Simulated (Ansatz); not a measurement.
AgBr, singlet: a pair in one relaxed arrangement.

in.yaml

```yaml
crystal:
  periodic: [false, false, false]
  atoms:
    - {symbol: Ag, position_ang: [0.000000, 0.000000, -1.204330]}
    - {symbol: Br, position_ang: [-0.000000, -0.000000, 1.204330]}
basis:
  gaussian: {orbitals: "def2-TZVPPD.json"}
hamiltonian: {xc: {name: B3LYP}, dispersion: d4}
```

The basis file named in the input lies beside it (Basis Set Exchange, JSON).

Run by:

```bash
ansatz run in.yaml --threads 2 --pin off --events-out ev --progress --plain --max-ram 5222MiB
```

What Ansatz 0.2.0 printed:

```
Functional definition: B3LYP
  name "B3LYP"
  cite "Stephens, Devlin, Chabalowski & Frisch, J. Phys. Chem. 98, 11623 (1994) doi:10.1021/j100096a001"
  cite "Becke, Phys. Rev. A 38, 3098 (1988) doi:10.1103/PhysRevA.38.3098"
  cite "Lee, Yang & Parr, Phys. Rev. B 37, 785 (1988) doi:10.1103/PhysRevB.37.785"
  cite "Vosko, Wilk & Nusair, Can. J. Phys. 58, 1200 (1980) doi:10.1139/p80-159"
  parameter a0 = 0.2
  parameter ax = 0.72
  parameter ac = 0.81
  exchange = (1 - a0 - ax)*slater_x + ax*b88_x + a0*exact_x
  correlation = (1 - ac)*vwn_rpa_c + ac*lyp_c
818 factors; their error is unknown
mean field evaluation 1: about -74047.7573 eV, gradient 3.0e1 eV
mean field evaluation 2: about -74045.8429 eV, gradient 4.8e1 eV
mean field evaluation 4: about -74049.2521 eV, gradient 3.9e-1 eV
mean field evaluation 8: about -74049.5308 eV, gradient 6.8e-2 eV
mean field evaluation 16: about -74049.5308 eV, gradient 2.0e-5 eV
mean field -74049.53077030 eV, -2721.2700632340 hartree, gradient 2.0e-5 eV, S^2 0.000000; 0 other end points of the search recorded, 0 dependent functions left out
reference -74049.53098523 eV, -2721.2700711324 hartree; 27, 27 occupied and 86, 86 virtual orbitals, 818 factors
Total energy: -74049.59898703 eV, -2721.2725701525 hartree
```

Hardware: 2 CPU threads, shared host. Wall time about 2.1 s.
